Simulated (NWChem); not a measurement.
System: AlH4 anion; SMILES [AlH4-]

Parts of the log:

```
             Northwest Computational Chemistry Package (NWChem) 7.3.0
             --------------------------------------------------------

 D2D symmetry detected

                             Geometry "geometry" -> ""
                             -------------------------

 Output coordinates in angstroms (scale by  1.889725989 to convert to a.u.)

  No.       Tag          Charge          X              Y              Z
 ---- ---------------- ---------- -------------- -------------- --------------
    1 Al                  13.0000     0.00000000     0.00000000     0.00000000
    2 H                    1.0000     0.94878150     0.94878150    -0.94877500
    3 H                    1.0000     0.94878150    -0.94878150     0.94877500
    4 H                    1.0000    -0.94878150    -0.94878150    -0.94877500
    5 H                    1.0000    -0.94878150     0.94878150     0.94877500

 Effective nuclear repulsion energy (a.u.)      17.9279063935

      Symmetry information
      --------------------

 Group name             D2d
 Group number             32
 Group order               8
 No. of unique centers     2

                                Z-matrix (autoz)
                                --------

 Units are Angstrom for bonds and degrees for angles

      Type          Name      I     J     K     L     M      Value
      ----------- --------  ----- ----- ----- ----- ----- ----------
    1 Stretch                  1     2                       1.64333
    2 Stretch                  1     3                       1.64333
    3 Stretch                  1     4                       1.64333
    4 Stretch                  1     5                       1.64333
    5 Bend                     2     1     3               109.47104
    6 Bend                     2     1     4               109.47159
    7 Bend                     2     1     5               109.47104
    8 Bend                     3     1     4               109.47104
    9 Bend                     3     1     5               109.47159
   10 Bend                     4     1     5               109.47104

                           NWChem Geometry Optimization
                           ----------------------------

 maximum gradient threshold         (gmax) =   0.000450
 rms gradient threshold             (grms) =   0.000300
 maximum cartesian step threshold   (xmax) =   0.001800
 rms cartesian step threshold       (xrms) =   0.001200
 fixed trust radius                (trust) =   0.300000
 source of zmatrix                         =   autoz

          -------------------
          Energy Minimization
          -------------------

 Using diagonal initial Hessian
 Scaling for Hessian diagonals: bonds = 1.00  angles = 0.25  torsions = 0.10

          --------
          Step   0

                                 NWChem DFT Module
                                 -----------------

 Summary of "ao basis" -> "ao basis" (spherical)
 ------------------------------------------------------------------------------
       Tag                 Description            Shells   Functions and Types
 ---------------- ------------------------------  ------  ---------------------
 Al                         def2-svp                 8       18   4s3p1d
 H                          def2-svp                 3        5   2s1p

      Symmetry analysis of basis
      --------------------------

        a1          9
        a2          1
        b1          2
        b2          8
        e          18

            General Information
            -------------------
          SCF calculation type: DFT
          Wavefunction type:  closed shell.
          No. of atoms     :     5
          No. of electrons :    18
           Alpha electrons :     9
            Beta electrons :     9
          Charge           :    -1
          Spin multiplicity:     1
          Use of symmetry is: on ; symmetry adaption is: on
          Maximum number of iterations: 150
          AO basis - number of functions:    38
                     number of shells:    20
          Convergence on energy requested:  1.00D-06
          Convergence on density requested:  1.00D-05
          Convergence on gradient requested:  5.00D-04

              XC Information
              --------------
                    Becke 1988 Exchange Functional  1.000
              Lee-Yang-Parr Correlation Functional  1.000

[...]

      ----------------------
      Optimization converged
      ----------------------

  Step       Energy      Delta E   Gmax     Grms     Xrms     Xmax
  ---- ---------------- -------- -------- -------- -------- --------
@    2    -244.74354747 -2.7D-08  0.00000  0.00000  0.00017  0.00020
                                     ok       ok       ok       ok

                                Z-matrix (autoz)
                                --------

 Units are Angstrom for bonds and degrees for angles

      Type          Name      I     J     K     L     M      Value     Gradient
      ----------- --------  ----- ----- ----- ----- ----- ---------- ----------
    1 Stretch                  1     2                       1.65456   -0.00000
    2 Stretch                  1     3                       1.65456   -0.00000
    3 Stretch                  1     4                       1.65456   -0.00000
    4 Stretch                  1     5                       1.65456   -0.00000
    5 Bend                     2     1     3               109.47126   -0.00000
    6 Bend                     2     1     4               109.47115    0.00000
    7 Bend                     2     1     5               109.47126   -0.00000
    8 Bend                     3     1     4               109.47126   -0.00000
    9 Bend                     3     1     5               109.47115    0.00000
   10 Bend                     4     1     5               109.47126   -0.00000

                         Geometry "geometry" -> "geometry"
                         ---------------------------------

 Output coordinates in angstroms (scale by  1.889725989 to convert to a.u.)

  No.       Tag          Charge          X              Y              Z
 ---- ---------------- ---------- -------------- -------------- --------------
    1 Al                  13.0000     0.00000000     0.00000000     0.00000000
    2 H                    1.0000     0.95525974     0.95525974    -0.95526099
    3 H                    1.0000     0.95525974    -0.95525974     0.95526099
    4 H                    1.0000    -0.95525974    -0.95525974    -0.95526099
    5 H                    1.0000    -0.95525974     0.95525974     0.95526099

 Effective nuclear repulsion energy (a.u.)      17.8062770782

      Symmetry information
      --------------------

 Group name             D2d
 Group number             32
 Group order               8
 No. of unique centers     2

                Final and change from initial internal coordinates
                --------------------------------------------------

                                Z-matrix (autoz)
                                --------

 Units are Angstrom for bonds and degrees for angles

[...]

 Rotational Constants
 --------------------
 A=   2.291300 cm-1  (  3.296596 K)
 B=   2.291297 cm-1  (  3.296592 K)
 C=   2.291297 cm-1  (  3.296592 K)

 Temperature                      =   298.15K
 frequency scaling parameter      =   1.0000

 Zero-Point correction to Energy  =   14.797 kcal/mol  (  0.023580 au)
 Thermal correction to Energy     =   16.860 kcal/mol  (  0.026868 au)
 Thermal correction to Enthalpy   =   17.452 kcal/mol  (  0.027812 au)

 Total Entropy                    =   52.213 cal/mol-K
   - Translational                =   36.212 cal/mol-K (mol. weight =  31.0128)
   - Rotational                   =   14.784 cal/mol-K (symmetry #  =        4)
   - Vibrational                  =    1.216 cal/mol-K

 Cv (constant volume heat capacity) =    9.698 cal/mol-K
   - Translational                  =    2.979 cal/mol-K
   - Rotational                     =    2.979 cal/mol-K
   - Vibrational                    =    3.739 cal/mol-K

[normal modes left out]

 ----------------------------------------------------------------------------
 Normal Eigenvalue ||           Projected Infra Red Intensities
  Mode   [cm**-1]  || [atomic units] [(debye/angs)**2] [(KM/mol)] [arbitrary]
 ------ ---------- || -------------- ----------------- ---------- -----------
    1       -0.000 ||    0.032240           0.744        31.429       1.695
    2       -0.000 ||    0.000331           0.008         0.323       0.017
    3       -0.000 ||    0.031432           0.725        30.641       1.652
    4        0.000 ||    0.000735           0.017         0.717       0.039
    5        0.000 ||    0.031560           0.728        30.766       1.659
    6        0.000 ||    0.000437           0.010         0.426       0.023
    7      755.798 ||    0.000000           0.000         0.000       0.000
    8      755.799 ||    0.000000           0.000         0.000       0.000
    9      770.855 ||    0.388272           8.958       378.507      20.408
   10      770.856 ||    0.388272           8.958       378.506      20.408
   11      770.856 ||    0.388271           8.958       378.506      20.408
   12     1615.226 ||    0.530769          12.245       517.420      27.897
   13     1615.226 ||    0.530769          12.245       517.420      27.897
   14     1615.227 ||    0.530770          12.245       517.420      27.897
   15     1685.474 ||    0.000000           0.000         0.000       0.000
 ----------------------------------------------------------------------------
```

Level: BLYP/def2-SVP. Sets without diffuse functions describe the anion's extra electron poorly. The printed entropy takes a lower symmetry number than the molecule has.

Problem. Write an input that gives this output.

Solution. This is not unique; one that fits is the input that was run:
```
start job
memory heap 200 mb stack 900 mb global 1100 mb
charge -1
geometry units angstroms
  Al     0.000000     0.000000     0.000000
  H     -0.948775     0.948775    -0.948788
  H      0.948775    -0.948775    -0.948788
  H     -0.948775    -0.948775     0.948788
  H      0.948775     0.948775     0.948788
end
basis spherical
  * library def2-svp
end
dft
  xc becke88 lyp
  iterations 150
end
driver
  maxiter 120
end
task dft optimize
task dft freq
```
